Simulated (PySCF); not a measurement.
**Two-photon absorption: `COC(=O)[Si@H]([SeH])OC`, C3H8O3SeSi**

Molfile (atoms numbered from 1):
```
C3H8O3SeSi
     RDKit          3D

 16 15  0  0  0  0  0  0  0  0999 V2000
    3.2176    0.3345    0.5000 C   0  0  0  0  0  0  0  0  0  0  0  0
    1.8371    0.6059    0.7125 O   0  0  0  0  0  0  0  0  0  0  0  0
    1.0408   -0.4564    0.8425 C   0  0  0  0  0  0  0  0  0  0  0  0
    1.4361   -1.5944    0.8061 O   0  0  0  0  0  0  0  0  0  0  0  0
   -0.8133    0.0177    1.0344 Si  0  0  2  0  0  4  0  0  0  0  0  0
   -1.7651   -1.7138    2.1423 Se  0  0  0  0  0  2  0  0  0  0  0  0
   -1.3288    0.1804   -0.5311 O   0  0  0  0  0  0  0  0  0  0  0  0
   -2.6652    0.3183   -0.9365 C   0  0  0  0  0  0  0  0  0  0  0  0
    3.3585   -0.2677   -0.4093 H   0  0  0  0  0  0  0  0  0  0  0  0
    3.6402   -0.2175    1.3523 H   0  0  0  0  0  0  0  0  0  0  0  0
    3.7093    1.3078    0.3941 H   0  0  0  0  0  0  0  0  0  0  0  0
   -1.0494    1.2668    1.8114 H   0  0  0  0  0  0  0  0  0  0  0  0
   -0.7484   -2.5972    1.5404 H   0  0  0  0  0  0  0  0  0  0  0  0
   -3.0836    1.2956   -0.6354 H   0  0  0  0  0  0  0  0  0  0  0  0
   -2.7073    0.2498   -2.0333 H   0  0  0  0  0  0  0  0  0  0  0  0
   -3.3022   -0.4790   -0.5137 H   0  0  0  0  0  0  0  0  0  0  0  0
  1  2  1  0
  2  3  1  0
  3  4  2  0
  3  5  1  0
  5  6  1  0
  5  7  1  0
  7  8  1  0
  1  9  1  0
  1 10  1  0
  1 11  1  0
  5 12  1  1
  6 13  1  0
  8 14  1  0
  8 15  1  0
  8 16  1  0
M  END
```

Level of theory: TDDFT LC-wPBE/def2-SVPD excited states, vertical, gas phase (PySCF). Geometry: PBE0-D3(BJ)/def2-SVP.

The calculation is non-relativistic, which matters for the atoms heavier than Zn.

(1) How strongly do the lowest singlets absorb one photon, and two photons of half the energy?

Answers

(1) δ for parallel linear polarisation; σ at the peak of a Lorentzian of half width 0.1 eV, single beam; Ω is circular over linear.
```csv
state,E (eV),f,photon λ (nm),δ (au),σ (GM),Ω,main
S1,5.19,0.004,477,1.06,0.01,0.90,HOMO−1→LUMO 0.76
S2,5.79,0.004,428,5.83,0.07,0.66,"HOMO→LUMO+2 0.32, HOMO→LUMO 0.24"
S3,6.61,0.056,375,16.2,0.26,1.50,HOMO→LUMO+1 0.72
S4,6.71,0.036,369,72.2,1.19,0.57,"HOMO→LUMO 0.62, HOMO→LUMO+2 0.17"
S5,7.24,0.002,342,10.8,0.21,0.51,HOMO−2→LUMO 0.85
```

Among these, the strongest one-photon state is S3, the strongest two-photon state S4, with a dipole change of 5.3 D (relaxed, norm of the difference vector).
